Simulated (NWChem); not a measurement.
TeCl cation; SMILES Cl[Te+]

All runs: NWChem. def2 effective core potentials on Te; no spin-orbit coupling. The level has its own optimisation; frequencies are unscaled.

Question: What does the run give for CAM-B3LYP/def2-SVP? Quantities: r Cl–Te (Å); highest harmonic frequency (cm⁻¹); zero-point energy (kcal/mol).

Answer: 
| Property | Result |
|---|---|
| r Cl–Te (Å) | 2.275 |
| highest harmonic frequency (cm⁻¹) | 442 |
| zero-point energy (kcal/mol) | 0.6 |
